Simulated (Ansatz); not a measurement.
Conformers of `F[SiH2]O[SiH2]F`, each relaxed with PBE0-D4/def2-TZVP in Ansatz. CBS adds the triple-zeta coupled-cluster correction to the MP2 limit.

Not all of them had a frequency check.

Conformer A:

Cartesian coordinates in Å:
```
F 2.337 -0.494 -0.112
Si 1.138 -0.111 -1.088
O -0.264 -0.221 -0.280
Si -1.214 0.047 1.007
F -1.063 1.565 1.464
H 1.356 1.278 -1.541
H 1.119 -1.092 -2.190
H -2.617 -0.168 0.602
H -0.792 -0.805 2.137
```

Conformer B:

```xyz
9

F     2.421    0.473    0.801
Si    1.220    0.986   -0.110
O     0.171   -0.234   -0.313
Si   -1.198   -1.016    0.069
F    -2.326   -0.599   -0.973
H     1.776    1.362   -1.423
H     0.571    2.109    0.601
H    -0.972   -2.468   -0.065
H    -1.663   -0.613    1.413
```

Q: Which is lowest in electronic energy at CCSD(T)/CBS (frozen core, def2 sets), and by how much? (An estimate is asked.)

A: The calculation gave: A; B lies 0.5 kJ/mol higher. Gaps under about 2 kJ/mol don't settle the order.

Q: Give the energies relative to A (kJ/mol) with r2SCAN-D4/def2-TZVPP, ωB97X-V/def2-TZVPP, MP2/def2-TZVPP, HF/def2-QZVPP, MP2/def2-QZVPP, HF/CBS(def2), CCSD/CBS(def2). (An estimate is asked.)

A: The calculation gave: 
```json
{"level": "r2SCAN-D4/def2-TZVPP", "B": "0.6"}
{"level": "ωB97X-V/def2-TZVPP", "B": "0.8"}
{"level": "MP2/def2-TZVPP", "B": "0.6"}
{"level": "HF/def2-QZVPP", "B": "0.7"}
{"level": "MP2/def2-QZVPP", "B": "0.5"}
{"level": "HF/CBS(def2)", "B": "0.7"}
{"level": "CCSD/CBS(def2)", "B": "0.5"}
```
